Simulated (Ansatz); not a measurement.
Basis-set extrapolation for `O[Si](O)(Cl)[SiH](Cl)Cl` (PBE0-D4/def2-TZVP geometry, frozen core, Ansatz 0.2.0). Multiplicity 1, RHF reference.

```tsv
	def2-TZVPP	def2-QZVPP
HF	-2108.250140	-2108.313855
MP2 correlation	-1.270148	-1.389455
CCSD(T) correlation	-1.386894	not run
```

Energies in hartree. Use E(X) = E(∞) + A·exp(−7.88·√X) for Hartree–Fock and E(X) = E(∞) + B·X^(−2.97) for correlation, with X = 3 and 4, and add CCSD(T) minus MP2 of the smaller set to the MP2 limit.

Question: What is the CCSD(T) energy at the basis-set limit?

Answer: HF limit: -2108.313855 + (-0.063715) × 0.13774 = -2108.32263. MP2 limit: -1.389455 + (-0.119307) × 0.74074 = -1.47783. Higher-order term: -1.386894 − (-1.270148) = -0.11675. Total: -2109.91721 hartree, 175.8 kcal/mol below CCSD(T)/def2-TZVPP.
